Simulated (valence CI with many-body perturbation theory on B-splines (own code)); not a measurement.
**Which ion has this spectrum?**

A relativistic CI+MBPT calculation for an atom or ion with 6 electrons gives these levels (eV):

```
J  Parity       E     g
0    even   0.000      
1    even   0.895  1.50
2    even   2.059  1.49
2    even   9.378  1.01
0    even  18.242      
2     odd  25.536  2.00
2     odd  48.134  1.17
1     odd  48.185  0.51
3     odd  48.216  1.33
0     odd  56.478      
1     odd  56.497  1.49
2     odd  56.589  1.49
2     odd  71.594  1.00
1     odd  72.097  1.98
```

The energies are calculated, with errors of perhaps 300 cm⁻¹, more in some levels.

Task: Which is it?
A. Si8+
B. P9+
C. Cl11+
D. Ar12+

Result: C. Cl11+, ground level 2s2 2p2 3P_0.
